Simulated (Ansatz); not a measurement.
```xyz
11

O    -0.512   -1.857   -0.195
Si   -0.976   -0.492    0.645
Si    0.381    1.117   -0.423
O     1.049    0.256   -1.656
O     1.505    1.787    0.570
H    -0.933   -2.692    0.017
H    -0.703   -0.660    2.103
H    -2.445   -0.263    0.509
H    -0.338    2.292   -0.964
H     0.860   -0.687   -1.630
H     2.111    1.200    1.024
```

The species carries charge 0 and has multiplicity 1.

Problem. List the B3LYP/def2-TZVPP orbital energies in eV (Ansatz 0.2.0). (Estimate.)

Solution. Ansatz gave: Occupied: -1799.64, -1799.38, -520.96, -520.62, -520.47, -144.03, -143.86, -99.37, -99.36, -99.33, -99.21, -99.16, -99.15, -27.80, -27.65, -27.16, -16.04, -15.51, -14.06, -13.11, -11.85, -11.00, -10.55, -10.19, -9.99, -9.60, -8.90, -8.68, -7.48. Lowest empty: -0.86, -0.17, 0.90, 1.19, 1.42, 1.62, 2.04, 2.77.

B3LYP here is the variant with VWN-RPA as its local correlation; programs differ in this.
